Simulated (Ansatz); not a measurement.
`C[SiH2][GaH][Cl]` + `C[SeH]` → `C[Se][GaH][Cl]` + `C[SiH3]` at 600 K and 1 bar (cleavage of the Ga–Si bond).

Program: Ansatz. Geometries: PBE0-D4/def2-TZVP. ΔE: electronic, gas phase. CBS: MP2 limit from def2 TZ/QZ plus the TZ coupled-cluster correction, frozen cores. This one scheme is used for every species. For Ga, Se outer-core shells are correlated without core-valence functions, which leaves a few kJ/mol of doubt a bond. Scalar relativity is left out up to krypton. Each species was taken in one conformer, which may not be the lowest.

| species | CCSD(T)/CBS energy (Eh) | H − E (kJ/mol) | S (J/(mol·K)) |
| --- | --- | --- | --- |
| `C[SiH2][GaH][Cl]` | -2714.51932 | 226.9 | 476.6 |
| `C[SeH]` | -2441.15625 | 149.5 | 312.9 |
| `C[Se][GaH][Cl]` | -4824.97287 | 177.7 | 452.9 |
| `C[SiH3]` | -330.73916 | 199.7 | 315.0 |

H − E and S are ideal-gas, rigid-rotor, harmonic terms from PBE0-D4/def2-TZVP, for one conformer and one mirror image of each species. 1 Eh = 2625.50 kJ/mol, R = 8.31446 J/(mol·K).

Question: By hand: ΔE, ΔH, ΔS and ΔG.

Answer: ΔE = (-4824.97287) + (-330.73916) − (-2714.51932) − (-2441.15625) = -0.03646 Eh = -95.7 kJ/mol. Δ(H − E) = 177.7 + 199.7 − 226.9 − 149.5 = 1.0, so ΔH = -94.7 kJ/mol. ΔS = 452.9 + 315.0 − 476.6 − 312.9 = -21.6 J/(mol·K). ΔG = -94.7 − 600 × (-21.6)/1000 = -81.7 kJ/mol.

Question: By hand: the equilibrium constant, and the temperature at which ΔG would vanish if ΔH and ΔS stayed fixed.

Answer: log₁₀ K = −ΔG/(RT ln 10) = 7.1. ΔG = 0 at ΔH/ΔS = 4384 K, far beyond where these terms or the molecules hold.

ΔH outweighs TΔS. A doubt of 5 kJ/mol in ΔE shifts log₁₀ K by 0.4 here. Other conformers and mirror images would add mixing entropy, several J/(mol·K) or more a flexible species. Modes under 60 cm⁻¹, often nearly free rotors, make the harmonic entropy too high. These are equilibria of isolated gas molecules and say nothing of rates. Largest T1 diagnostic: 0.012 (customary marks: 0.02 for closed shells, 0.045 for open ones).
